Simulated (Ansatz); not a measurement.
Consider the hydrogenolysis of the In–S bond: `[SiH3][SiH2][S][InH2]` + H₂ → `[InH3]` + `[SiH3][SiH2]S`.

Gas-phase electronic energies from Ansatz, PBE0-D4/def2-TZVP geometries. CCSD(T)/CBS is the MP2 limit (def2-TZVPP, def2-QZVPP) plus CCSD(T) − MP2 in def2-TZVPP, frozen cores. This one scheme is used for every species. DFT in def2-TZVPP. HSE06 is defined as in plane-wave codes. Elements past krypton have def2 core potentials. For In outer-core shells are correlated without core-valence functions, which leaves a few kJ/mol of doubt a bond. One conformer a species, not always the lowest.

`[SiH3][SiH2][S][InH2]`:

Cartesian coordinates in Å:
```
Si -1.617 -0.031 0.936
Si -0.502 0.927 -0.882
S 1.501 1.396 -0.306
In 2.417 -0.818 -0.177
H -2.989 -0.500 0.597
H -1.703 0.954 2.048
H -0.823 -1.200 1.413
H -0.532 0.002 -2.049
H -1.158 2.199 -1.286
H 1.367 -2.082 -0.656
H 4.039 -0.846 0.362
```

H₂:

Z-matrix (Å, degrees):
```
H
H 1 0.746
```

`[InH3]`:

Z-matrix (Å, degrees):
```
In
H 1 1.724
H 1 1.724 2 120.0
H 1 1.724 2 120.0 3 -180.0
```

`[SiH3][SiH2]S`:

```xyz
9

Si   -0.856   -0.251    1.269
Si    0.073    0.176   -0.834
S     2.198    0.065   -0.583
H    -0.444   -1.598    1.743
H    -2.339   -0.200    1.175
H    -0.395    0.771    2.245
H    -0.396   -0.827   -1.828
H    -0.332    1.523   -1.322
H     2.491    0.342   -1.865
```

```
             level  ΔE (kJ/mol)  difference from CCSD(T)/CBS
           BLYP-D4         95.5                         -6.8
           PBE0-D4         92.8                         -9.5
        r2SCANh-D4         95.7                         -6.6
          HSE06-D4         93.3                         -9.0
          PBE-QIDH         93.6                         -8.7
               PBE         87.4                        -14.9
            revPBE         83.6                        -18.7
              BLYP         78.9                        -23.4
           r2SCAN0         91.0                        -11.3
             HSE06         85.4                        -16.9
             BHLYP         76.0                        -26.3
      MP2/def2-SVP         93.0                         -9.3
  CCSD(T)/def2-SVP         83.7                        -18.6
    MP2/def2-TZVPP        105.9                          3.6
SCS-MP2/def2-QZVPP        100.8                         -1.5
     MP2/CBS(def2)        115.9                         13.6
       CCSD(T)/CBS        102.3                            0
```

Largest T1 diagnostic among the species: 0.014.

The D4 term adds +14.4 kJ/mol with B3LYP and +8.0 kJ/mol with PBE0; it sums over pairs of atoms, weighted by their polarisabilities, and B3LYP, whose exchange is more repulsive, gets the larger term. Leaving LDA and LC-ωPBE aside and taking each functional with its dispersion term where it has one, the values, not all of them listed here, spread over 14.5 kJ/mol, from CAM-B3LYP-D4 to revPBE-D4.

CCSD(T)/CBS has its own doubt, a few kJ/mol and more with outer-core shells, so smaller differences from it don't rank the levels.

B3LYP here is the variant with VWN-RPA as its local correlation; programs differ in this.
